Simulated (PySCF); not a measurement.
Li(Me) (CH3Li), SMILES [Li][CH3]. Atoms are numbered in the order given.

```xyz
5

Li     0.0000     0.0000    -1.5784
C      0.0000     0.0000     0.3840
H      0.8773     0.5065     0.8104
H      0.0000    -1.0131     0.8104
H     -0.8773     0.5065     0.8104
```

Geometry optimised at PBE0-D3(BJ)/def2-TZVPD. The isomer is the one that the SMILES or the coordinates give; other isomers of the formula were not compared.

Method: PBE0/pcJ-1 run with PySCF.

Isotropic couplings with Fermi-contact, spin-dipole and both spin-orbit terms, one fixed conformer, no vibrational averaging. Isotopes: 13C, 1H.

Estimate the spin–spin coupling constants. (An estimate is asked for; the answer gives what the named calculation found.)


```
pair   bonds apart  J (Hz)
-----  -----------  ------
C2–H3            1   109.0
C2–H4            1   109.0
C2–H5            1   109.0
H3–H4            2   -13.9
H3–H5            2   -13.9
H4–H5            2   -13.9
```
